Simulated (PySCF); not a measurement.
## NMR data sheet: C6H14OSi2

- Formula: C6H14OSi2
- SMILES: C=C(C)[C@@H]1[SiH2][C@H]1O[SiH2]C
- InChI: InChI=1S/C6H14OSi2/c1-4(2)5-6(9-5)7-8-3/h5-6H,1,8-9H2,2-3H3/t5-,6+/m0/s1
- Point group of the computed structure: C1
- Degrees of unsaturation: 2
- Carbon signals: 6
- Proton signals: 10

Atoms are numbered as in `[CH2:1]=[C:2]([CH3:3])[C@@H:4]1[SiH2:5][C@H:6]1[O:7][SiH2:8][CH3:9]`. Each H is labelled by its parent atom. Ha(Si5) is cis to C2 on the ring; Ha(C1) is cis to C3; Ha(Si8) is pro-R; Hb(Si8) is pro-S; Hb(Si5) is trans to C2 on the ring; Hb(C1) is trans to C3.

Level of theory: shieldings: GIAO PBE0/pcSseg-1, geometry: GFN2-xTB, in PySCF 2.14.0 with density-fitted response routines (one computed conformer, no relativistic terms, fast rotation and ring inversion assumed for equivalent nuclei, no solvent model).

Referencing at the same level of theory: $^{1}$H and $^{13}$C and $^{29}$Si against TMS; $^{17}$O vs H2O.

| carbon | δC, type | δH (multiplicity) | HMBC from (2–3 bonds) | span of the C tensor (ppm) |
| --- | --- | --- | --- | --- |
| C1 | 106.8, CH2 | Hb(C1) 4.07 (br s); Ha(C1) 4.77 (br s) | H(C3), H(C4) | 176 |
| C2 | 157.8, C | – | Ha(C1), H(C6), Hb(C1), Hb(Si5), Ha(Si5), H(C3), H(C4) | 250 |
| C3 | 29.7, CH3 | 2.11 (s) | Ha(C1), Hb(C1), H(C4) | 53 |
| C4 | 28.5, CH | 1.16 (m) | Ha(C1), H(C6), Hb(C1), Hb(Si5), Ha(Si5), H(C3) | 82 |
| C6 | 64.8, CH | 4.22 (m) | Ha(Si8), Hb(Si8), Hb(Si5), Ha(Si5), H(C4) | 106 |
| C9 | -1.2, CH3 | 0.25 (m) | Ha(Si8), Hb(Si8) | 19 |

Other nuclei:
| atoms | nucleus | environment | δ (ppm) | σ (ppm) |
| --- | --- | --- | --- | --- |
| Ha(Si8) | $^{1}$H | hydrogen on a silicon bonded to C, O | 5.13 | 26.59 |
| Hb(Si8) | $^{1}$H | hydrogen on a silicon bonded to C, O | 4.83 | 26.88 |
| Hb(Si5) | $^{1}$H | hydrogen on a silicon bonded to 2 C, in a 3-membered ring | 3.36 | 28.36 |
| Ha(Si5) | $^{1}$H | hydrogen on a silicon bonded to 2 C, in a 3-membered ring | 2.71 | 29.01 |
| Si8 | $^{29}$Si | silicon bonded to C, O, 2 H | -16.0 | 365.1 |
| Si5 | $^{29}$Si | silicon bonded to 2 C, 2 H, in a 3-membered ring | -113.2 | 462.4 |
| O7 | $^{17}$O | oxygen bonded to C, Si | 39.1 | 297.0 |

Carbon types of the structure: 1 × C, 2 × CH, 1 × CH2, 2 × CH3, leaving 4 H on heteroatoms. δC 157.8: fully substituted alkene carbon; as expected for a trigonal carbon in a double bond. δC 106.8: terminal =CH2 carbon; the olefinic region. δC 64.8, 28.5: three-membered-ring carbon. δC 29.7: allylic methyl carbon; aliphatic region, no heteroatom directly attached. δH 2.11: hydrogen on an allylic methyl carbon; allylic position.

Shifts are as computed. Against solution values, carbons near 30 ppm lie about +3 ppm off and those near 130 ppm about +5 ppm. Of 1211 compounds with measured shifts, 218 miss one by over three times the rms of a fit or turn the order of signals round; such compounds aren't used in these exercises. Experimental scales use liquid or dissolved standards, which lie at an offset from isolated H2O (liquid H2O: subtract about 36 ppm). Multiplicities follow the n + 1 count of equivalent neighbours, as no J values were calculated; m marks all less simple cases, F and P coupling included.
